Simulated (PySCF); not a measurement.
3-ethylideneoxetane (C5H8O), SMILES CC=C1COC1.

Geometry: PBE0-D3(BJ)/def2-SVP.

Computed with PySCF with SMD-ωB97X/def2-SVP.

Solvation free energies are E(SMD) − E(gas) at the gas-phase geometry, for 1 M in both phases. In vacuum the dipole moment is 2.08 D.

```json
[
 {"solvent": "water", "ΔG(solv) (kcal/mol)": "-2.8", "its non-electrostatic (CDS) part": "3.1", "dipole (D)": "2.68"},
 {"solvent": "tetrahydrofuran", "ΔG(solv) (kcal/mol)": "-4.7", "its non-electrostatic (CDS) part": "-1.7", "dipole (D)": "2.36"},
 {"solvent": "dichloromethane", "ΔG(solv) (kcal/mol)": "-5.3", "its non-electrostatic (CDS) part": "-2.0", "dipole (D)": "2.40"}
]
```
